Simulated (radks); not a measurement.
Question: The erbium ion Er38+, [Ar] 3d10 4s2. All-electron calculation, non-relativistic Kohn-Sham, exchange-only LDA, spin-polarised, spherical densities, point nucleus. Program: a radial shooting solver on a logarithmic mesh with Libxc functionals. Every spin shell is full or empty, so the densities are truly spherical. Functionals are evaluated on that one density, not self-consistently. Rank these orbital-free kinetic functionals by their error against the exact value of the orbitals, and give that value: Thomas-Fermi, TF + vW, TF + vW/5, LC94, APBEK, revAPBEK, Thakkar, Pearson, DePristo-Kress, Ernzerhof.

Answer: Exact: 11615.5 hartree. From best to worst, with 100 (|E| - |E exact|)/|E exact| (equal figures are ties): DePristo-Kress +0.02, LC94 +0.20, Ernzerhof -0.23, APBEK +0.25, revAPBEK +0.42, Thakkar -0.47, Pearson -0.81, TF + vW/5 +3.11, Thomas-Fermi -5.06, TF + vW +35.78.
